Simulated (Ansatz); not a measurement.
In(PH3)F3 (InPH3F3), 8 atoms. Hardware: 2 threads of Intel Xeon Platinum 8259CL on a shared host.

In the def2 sets In takes a core potential; there is no spin–orbit coupling. Correlated methods freeze 12 core orbitals; core or outer-core shells of In are correlated, in sets that lack core-valence functions.

Q: How many basis functions does each of these Ansatz runs have, and roughly what does it cost? HF/STO-3G, charge 0 singlet, energy; r2SCAN-D4/def2-TZVP, charge 0 singlet, energy, from earlier orbitals; PBE0-D4/def2-SVP, charge 0 singlet, energy with a search over starts; MP2/def2-TZVP, charge 0 singlet, energy, from earlier orbitals; r2SCAN-D4/def2-SVP, charge 0 singlet, relaxation, 6 steps; B2PLYP/def2-TZVP, charge 0 singlet, energy, from earlier orbitals; PBE0-D4/def2-SVP, charge 0 singlet, energy, from earlier orbitals; LC-ωPBE/def2-TZVP, charge 0 singlet, energy, from earlier orbitals; PBE-QIDH/def2-TZVP, charge 0 singlet, energy, from earlier orbitals; CCSD(T)/def2-SVP, charge 0 singlet, energy, from earlier orbitals; PBE-D4/def2-SVP, charge 0 singlet, energy, from earlier orbitals; PBE0-D4/def2-TZVP, charge 0 singlet, energy, from earlier orbitals.

A: Other jobs shared the machine, so times can vary by a factor of up to 3. A dash marks memory too small to be measured apart from the calling script's.

```tsv
run	functions	fitting or Cholesky vectors	wall time	peak host memory (GiB)
HF/STO-3G, charge 0 singlet, energy	54	721	0.7 s	–
PBE-D4/def2-SVP, charge 0 singlet, energy, from earlier orbitals	101	1141	1.4 s	–
PBE0-D4/def2-SVP, charge 0 singlet, energy, from earlier orbitals	101	1037	2.3 s	–
PBE0-D4/def2-SVP, charge 0 singlet, energy with a search over starts	101	1037	3.6 s	–
LC-ωPBE/def2-TZVP, charge 0 singlet, energy, from earlier orbitals	198	1258	4 s	–
PBE0-D4/def2-TZVP, charge 0 singlet, energy, from earlier orbitals	198	1363	4.8 s	–
r2SCAN-D4/def2-TZVP, charge 0 singlet, energy, from earlier orbitals	198	1258	4.8 s	–
MP2/def2-TZVP, charge 0 singlet, energy, from earlier orbitals	198	1470	5.5 s	–
B2PLYP/def2-TZVP, charge 0 singlet, energy, from earlier orbitals	198	1470	8 s	–
PBE-QIDH/def2-TZVP, charge 0 singlet, energy, from earlier orbitals	198	1470	8.5 s	–
CCSD(T)/def2-SVP, charge 0 singlet, energy, from earlier orbitals	101	1037	12 s	–
r2SCAN-D4/def2-SVP, charge 0 singlet, relaxation, 6 steps	101	1141	21 s	–
```
